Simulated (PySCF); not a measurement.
**CaC⁺ at revPBE**

Computed with revPBE; Ca def2-SVP, C def2-SVP; no relativity (PySCF 2.14).

For CaC⁺, the state is ⁴Σ⁻ (quartet), unpaired electrons σ ↑, π ↑↑ and the bond length is 2.184 Å. The harmonic wavenumber is 559 cm⁻¹, the force constant is 1.70 mdyn/Å and the rotational constant Be is 0.3829 cm⁻¹. The anharmonicity ωexe is 2.99 cm⁻¹, the vibration–rotation constant αe is 0.00286 cm⁻¹ and the well depth De to Ca⁺ + C is 2.87 eV. The dissociation energy D0 is 2.83 eV, the bond order (Mayer) is 1.18 and the dipole moment (positive dipole points towards C; it is taken about the centre of mass and depends on that origin) is -6.48 D.

For an ion De counts to the pair picked by the measured ionisation energies or electron affinities, which need not be the lowest pair at this level. The state was picked by a PBE0 search and need not be the measured ground state.
